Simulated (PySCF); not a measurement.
BeBrHSe, SMILES [SeH][Be][Br].

The structure is a stationary point at B3LYP-D3(BJ)/def2-TZVP. The values are those of a single conformer.

Method: TDDFT-B3LYP/def2-SVPD in PySCF 2.14.0.

Vertical excitations.  State labels are in the subgroup Cs.

| state | symmetry | energy (eV) | λ (nm) | f | main pairs |
|---|---|---|---|---|---|
| S1 | A" | 4.74 | 262 | 0.001 | HOMO→LUMO 99 % |
| S2 | A" | 5.40 | 230 | 0.039 | HOMO→LUMO+1 98 % |
| S3 | A' | 5.91 | 210 | 0.133 | HOMO→LUMO+2 89 % |
| S4 | A" | 6.15 | 202 | 0.000 | HOMO→LUMO+3 87 % |
| S5 | A" | 6.34 | 195 | 0.000 | HOMO−2→LUMO 95 % |
| S6 | A' | 6.56 | 189 | 0.055 | HOMO−1→LUMO 77 %, HOMO−2→LUMO+2 18 % |
| S7 | A' | 6.68 | 186 | 0.000 | HOMO−3→LUMO 92 % |
| S8 | A" | 6.92 | 179 | 0.000 | HOMO−1→LUMO+2 98 % |
| S9 | A" | 6.95 | 178 | 0.046 | HOMO→LUMO+4 84 % |
| S10 | A' | 6.99 | 177 | 0.041 | HOMO−1→LUMO+1 92 % |
| T1 | A" | 4.52 | 274 | 0 | HOMO→LUMO 96 % |
| T2 | A' | 5.05 | 246 | 0 | HOMO→LUMO+2 98 % |
| T3 | A" | 5.13 | 242 | 0 | HOMO→LUMO+1 95 % |
| T4 | A" | 5.81 | 213 | 0 | HOMO→LUMO+3 76 %, HOMO→LUMO+4 14 % |
Triplets are in the Tamm–Dancoff approximation, which puts them higher than full response would, so one can lie above its singlet here.
